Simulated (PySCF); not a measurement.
SMILES C#C[SiH2][SiH2]SC, GFN2-xTB optimised geometry.

```
14

C      2.87    -2.36     0.48
C      2.55    -1.21     0.28
Si     2.05     0.55     0.00
Si    -0.26     0.55     0.00
S     -0.90     2.60     0.00
C     -2.70     2.37    -0.01
H      3.15    -3.36     0.64
H      2.66     1.34     1.08
H      2.64     0.96    -1.28
H     -0.92    -0.05    -1.17
H     -0.92    -0.05     1.16
H     -2.99     1.84    -0.91
H     -3.00     1.81     0.88
H     -3.15     3.36     0.00
```

Density from B3LYP/def2-TZVP in PySCF 2.14.0 at that geometry.

Minimum of the electron density along straight lines between bonded atoms, close to the bond critical point (lines longer than 1.1 times the sum of covalent radii, or with two minima, are not listed):

| bond | length / Å | ρ at the minimum / e bohr⁻³ | ∇²ρ there / e bohr⁻⁵ | position (fraction from the first atom) |
|---|---|---|---|---|
| C2–Si3 | 1.849 | 0.114 | 0.30 | 0.61 |
| Si3–Si4 | 2.309 | 0.100 | -0.19 | 0.48 |
| Si4–S5 | 2.156 | 0.098 | 0.07 | 0.36 |
| S5–C6 | 1.814 | 0.179 | -0.29 | 0.53 |
| C1–H7 | 1.053 | 0.300 | -1.15 | 0.66 |
| Si3–H8 | 1.468 | 0.125 | 0.16 | 0.49 |
| Si3–H9 | 1.469 | 0.125 | 0.17 | 0.49 |
| Si4–H10 | 1.467 | 0.124 | 0.17 | 0.49 |
| Si4–H11 | 1.467 | 0.124 | 0.17 | 0.49 |
| C6–H12 | 1.086 | 0.284 | -0.99 | 0.64 |
| C6–H13 | 1.086 | 0.284 | -0.99 | 0.64 |
| C6–H14 | 1.085 | 0.284 | -0.99 | 0.64 |
